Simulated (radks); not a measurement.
Spherical quantum dot in the effective-mass picture: electrons in a well V = -V0 / (1 + exp((r - R)/a)) with V0 = 5.32, R = 6, a = 0.52, with a point charge +2 (a donor) at the centre, all in effective atomic units (hartree* = m*/eps^2 hartree, bohr* = eps/m* bohr), one dielectric constant everywhere. Method: non-relativistic Kohn-Sham, LDA (Slater exchange, Perdew-Wang correlation), spin-polarised, spherical densities; computed with a radial shooting solver with Libxc functionals. Levels are named by radial order and angular momentum (1s, 1p, 1d, 2s, ...), and open shells are averaged over m. Results are scaled to m* = 0.096 and eps = 9.8, for which hartree* = 27.2 meV and bohr* = 5.402 nm. Each electron was tried in the lowest free levels, single moves between levels near the top were tried too, and the lowest total energy was kept; such a search can miss a lower state. The series stops at N = 21: beyond it a trial failed or the search could not be trusted, so later rows were left out. At N = 1 the Hartree and exchange-correlation terms need not cancel, so that row can carry a self-interaction error.

N,open shells,2S,E (meV),addition energy mu(N+1) - mu(N) (meV),rms radius (nm)
1,"1s(up 1, down 0)",1,-197.509,28.57,4.826
2,none,0,-366.443,33.00,6.068
3,"2s(up 1, down 0)",1,-502.373,6.715,11.50
4,"1p(up 1, down 0) 2s(up 1, down 0)",2,-631.588,6.591,13.51
5,"1p(up 2, down 0) 2s(up 1, down 0)",3,-754.212,6.537,14.82
6,"1p(up 3, down 0) 2s(up 1, down 0)",4,-870.300,7.669,15.80
7,"1p(up 3, down 0)",3,-978.718,6.670,16.64
8,"1p(up 3, down 1)",2,-1080.47,5.969,17.29
9,"1p(up 3, down 2)",1,-1176.25,5.980,17.83
10,none,0,-1266.05,10.51,18.31
11,"1d(up 1, down 0)",1,-1345.33,5.674,18.81
12,"1d(up 2, down 0)",2,-1418.94,5.665,19.25
13,"1d(up 3, down 0)",3,-1486.89,5.650,19.64
14,"1d(up 4, down 0)",4,-1549.18,5.630,19.98
15,"1d(up 5, down 0)",5,-1605.85,6.886,20.29
16,"1d(up 5, down 1)",4,-1655.63,5.466,20.58
17,"1d(up 5, down 2)",3,-1699.94,5.464,20.84
18,"1d(up 5, down 3)",2,-1738.79,5.455,21.08
19,"1d(up 5, down 4)",1,-1772.19,5.443,21.31
20,none,0,-1800.14,10.43,21.52
21,"1f(up 1, down 0)",1,-1817.66,-,21.75

All shells are closed at N = 2, 10, 20 (there: 1s2 1p6 1d10 2s2); the second difference of the energy has clear peaks (12 % above both neighbours; the first and last values, which can be the largest, are not judged, and half-filled shells can peak too) at N = 2, 6, 10, 15.
